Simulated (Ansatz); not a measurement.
Z-matrix (Å, degrees):
```
C
O 1 1.413
N 1 1.435 2 112.5
H 1 1.095 2 104.1 3 -121.1
H 1 1.096 2 111.3 3 122.7
H 2 0.963 1 107.8 3 -55.9
B 3 1.417 1 124.4 2 -54.2
H 3 1.005 1 115.8 2 130.2
O 7 1.361 3 122.0 1 7.3
H 7 1.197 3 119.4 1 -173.1
H 9 0.965 7 112.1 3 8.9
```

The species carries charge 0 and has multiplicity 1.

Q: List the B3LYP/def2-TZVPP orbital energies in eV (the Gaussian-basis code of Ansatz). (Best estimate.)

A: Ansatz gave: Occupied: -521.08, -520.41, -389.56, -279.31, -183.80, -28.76, -27.57, -24.32, -18.60, -15.30, -14.83, -14.37, -12.93, -12.43, -10.53, -10.06, -9.95, -9.38, -8.44, -7.44. Lowest empty: 0.24, 0.77, 1.09, 1.83, 2.17, 2.60, 2.91, 3.31.

B3LYP here is the variant with VWN-RPA as its local correlation; programs differ in this.
